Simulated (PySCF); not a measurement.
C₂H₄B₂, SMILES `C=BB=C` (C–B–B–C torsion 13°), neutral singlet in the gas phase. 

Cartesian coordinates (Å):
SMILES: C=BB=C
```xyz
8

C     -2.0453     0.2982    -0.6402
B     -0.7448     0.1091    -0.2181
B      0.7428    -0.1080     0.2613
C      2.0452    -0.2981     0.6773
H     -2.6687     1.1058    -0.2735
H     -2.5234    -0.3503    -1.3657
H      2.8906     0.1569     0.1734
H      2.3037    -0.9135     1.5317
```
Charge 0, multiplicity 1.

All levels are single points at this geometry (CAM-B3LYP-D3(BJ)/def2-TZVP); Pople sets use spherical d functions. Orbital energies aren't observables, and empty levels follow the basis.

| level | HOMO (eV) | LUMO (eV) | gap (eV) | dipole (D) | vertical IE, Delta-SCF (eV) |
|---|---|---|---|---|---|
| CAM-B3LYP-D3(BJ)/def2-TZVP in PySCF | -8.43 | -1.01 | 7.42 | 0.00 | – |
| PBE-D3(BJ)/def2-TZVP in PySCF | -6.14 | -2.95 | 3.18 | 0.00 | – |
| M06-2X/6-31G* in PySCF | -7.87 | -0.79 | 7.08 | 0.00 | – |
| SVWN5/6-31G* in PySCF | -5.81 | -2.69 | 3.12 | 0.00 | – |
| HF/6-31G* in PySCF | -9.04 | 1.92 | 10.96 | 0.00 | – |
| HF/STO-3G in PySCF | -7.24 | 5.69 | 12.93 | 0.00 | – |
